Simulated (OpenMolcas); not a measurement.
**OpenMolcas timings: triplet SiH4O4**

SiH4O4: 9 atoms, total charge 0, spin state triplet. As SMILES of the parent species, `O[Si](O)(O)O`. Geometry: relaxed at PBE0-D4/def2-TZVP. This is one conformer, not always the lowest. That shape belongs to the parent species and isn't relaxed for this state.

```xyz
9

O    -0.9690    0.7763   -1.0576
Si    0.0000    0.0000    0.0000
O     1.5276    0.4337   -0.3721
O    -0.0431   -1.6293   -0.0599
O    -0.5154    0.4194    1.4895
H    -0.6395    0.8698   -1.9523
H     2.2263   -0.1352   -0.0462
H    -0.7680   -2.0561    0.3987
H    -0.8188    1.3214    1.6000
```

Program: OpenMolcas 26.06. Hardware: 1 thread of Arm Neoverse V1, shared host, so times are rough. Two-electron integrals are exact unless an approximation is named.

Problem. Estimate their order by wall time, quickest first.
A. energy at UB3LYP/def2-SVP, grid UltraFine
B. energy at U-r2SCAN/def2-SVP, grid UltraFine
C. energy at ROMP2/def2-SVP, 9 core orbitals frozen

Solution. C (43 s), A (1.9 min), B (5.6 min).
